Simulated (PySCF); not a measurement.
# Telling isomers of C9H16 apart by NMR

Averaged over atoms made equivalent by symmetry, fast rotation or ring inversion, one conformer, no solvent, relativity neglected. Structure optimised with GFN2-xTB; σ from GIAO-PBE0/pcSseg-1; PySCF 2.14.0 with density-fitted response routines.

Shifts are taken against calculated references (same method and geometry level): ¹H (σref 31.72), ¹³C (σref 186.93) vs TMS. Where no couplings were computed, multiplicities follow the n + 1 count of equivalent neighbours, and m marks all less simple cases (inequivalent or close neighbours, rings, F or P nearby). Shifts are as computed. Against solution values, carbons near 30 ppm lie about +3 ppm off and those near 130 ppm about +5 ppm. Of 1211 compounds with measured shifts, 218 miss one by over three times the rms of a fit or turn the order of signals round; such compounds aren't used in these exercises.

(1) Tabulate the signals of `C[C@@H]1CC[C@H]2CCC[C@H]21`, `C=C(C)/C(C)=C(\C)CC`, `C1CC[C@@H]2CCC[C@H]2C1` and their relative energies.

(2) What is the quickest way to tell C=C(C)/C(C)=C(\C)CC from C1CC[C@@H]2CCC[C@H]2C1?

(3) What is the quickest way to tell C[C@@H]1CC[C@H]2CCC[C@H]21 from C1CC[C@@H]2CCC[C@H]2C1?

(4) What is the quickest way to tell C[C@@H]1CC[C@H]2CCC[C@H]21 from C=C(C)/C(C)=C(\C)CC?

Answers

(1) 
| SMILES | carbon types | δC | δH | E rel. (kcal/mol) |
| --- | --- | --- | --- | --- |
| C[C@@H]1CC[C@H]2CCC[C@H]21 | 3×CH 5×CH2 1×CH3 | 54.4, 47.1, 46.8, 40.0, 38.5, 36.7, 35.1, 26.5, 22.2 | 2.48 (m, 1H), 2.02 (m, 1H), 1.76 (m, 1H), 1.67 (m, 1H), 1.56 (m, 1H), 1.55 (m, 1H), 1.51 (m, 1H), 1.46 (m, 1H), 1.45 (m, 1H), 1.42 (m, 1H), 1.17 (m, 1H), 1.11 (m, 3H), 1.03 (m, 1H), 1.02 (m, 1H) | 1.6 |
| C=C(C)/C(C)=C(\C)CC | 3×C 2×CH2 4×CH3 | 161.2, 140.3, 139.6, 117.2, 30.3, 25.4, 21.5, 19.7, 14.3 | 5.17 (br s, 1H), 4.78 (br s, 1H), 2.01 (q, 2H), 1.93 (s, 3H), 1.90 (s, 3H), 1.90 (s, 3H), 1.05 (t, 3H) | 36.8 |
| C1CC[C@@H]2CCC[C@H]2C1 | 2×CH 7×CH2 | 49.9, 35.9, 35.0, 30.7, 23.9 | 1.96 (m, 2H), 1.83 (m, 2H), 1.80 (m, 2H), 1.71 (m, 2H), 1.21 (m, 2H), 1.17 (m, 2H), 0.90 (m, 2H), 0.79 (m, 2H) | 0.0 |

Energies are electronic energies at PBE0/pcSseg-1 on these geometries, without zero-point or thermal terms, each for the one conformer computed, which needn't be the lowest.

(2) Count the carbon signals: 9 against 5. The first has a fully substituted alkene carbon (C) at 161.2 ppm, the second an sp3 CH in a ring at 49.9 ppm. In the proton spectra the most deshielded non-exchanging signals are 5.17 (br s, 1H) and 1.96 (m, 2H).

(3) Count the carbon signals: 9 against 5. The first has a methyl carbon (CH3) at 22.2 ppm, the second an sp3 CH2 in a ring at 30.7 ppm. Their most deshielded carbons lie at 54.4 and 49.9 ppm. In the proton spectra the most deshielded non-exchanging signals are 2.48 (m, 1H) and 1.96 (m, 2H).

(4) Both give the same number of carbon signals, but DEPT or the intensities differ. The first has an sp3 CH in a ring at 54.4 ppm, the second a fully substituted alkene carbon (C) at 161.2 ppm. In the proton spectra the most deshielded non-exchanging signals are 2.48 (m, 1H) and 5.17 (br s, 1H).
